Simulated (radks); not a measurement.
Results of a calculation; reference values are marked as such.
Question: The magnesium ion Mg+, [Ne] 3s1. Level of theory: non-relativistic Kohn-Sham, PBE, spin-polarised, spherical densities, point nucleus (a radial shooting solver on a logarithmic mesh with Libxc functionals). Every spin shell is full or empty, so the densities are truly spherical. Functionals are evaluated on that one density, not self-consistently. Rank these exchange functionals by their error against the exact value of the orbitals, and give that value: LDA, B88, PBEsol, revPBE, RPBE, OPTX, B86b, G96, APBE, r2SCAN, MS2, MVS.

Answer: Exact: -15.8192 hartree. From best to worst, with 100 (|E| - |E exact|)/|E exact| (equal figures are ties): OPTX +0.06, revPBE +0.08, MVS -0.08, B88 +0.13, r2SCAN +0.17, G96 +0.19, B86b +0.23, RPBE +0.25, MS2 +0.33, APBE +0.78, PBEsol -3.63, LDA -8.57.
